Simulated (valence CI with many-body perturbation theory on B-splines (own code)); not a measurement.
# Pr¹⁹⁺ in brief

Computed by configuration interaction combined with many-body perturbation theory (CI+MBPT): four valence electrons over a frozen Dirac-Fock core [Kr], a basis of 7 s, 7 p, 8 d, 6 f, 4 g, 1 h functions for each j, with the one-electron correlation potential Σ1, the two-electron term Σ2, the three-electron term Σ3, Breit, model QED; selected CI, second order for the rest, scaled by the run's own slope (own B-spline code, finite nucleus).

No measured spectrum was set against this ion. As an estimate, terms of the open shell hold to 2 to 4 % of their energy, and close levels can change places. Only levels of the ground parity were solved; by the run's estimate the other parity begins above the list, which can be wrong where configurations are misplaced.

Levels are named by their leading jj configuration (3d3/2^4 stands for four electrons in 3d with j = 3/2), which in mixed levels can hold well under half, so a name can repeat and another be missing.

Rates and lifetimes use the calculated energies. Strong lines usually hold to 10 to 20 %, long lifetimes can be off by a factor of two.

Q: What is the ground level?

A: (4d3/2^4) J=0, composition 52 % 4d⁴ ⁵D + 42 % 4d⁴ ³P + 6 % 4d⁴ ¹S.

Q: Name the longest-lived excited levels whose lifetime is computed, and their main decay.

A: (4d3/2^3 4d5/2) J=4 at 5.556 eV lives 6.57 s, mostly by M1 to (4d3/2^3 4d5/2) J=3.

Q: What is the ionisation energy?

A: 555.47 eV; NIST lists 554 ± 4 eV (theoretical).

Q: How well does LS coupling describe the low levels?

A: Among the lowest 20 levels the leading LS term, summed over configurations, holds 58 % on average. For single configurations the figures are 58 % in LS and 75 % in jj coupling. Terms mix most in the J = 2 level at 14.597 eV, where the leading one holds 35 %.
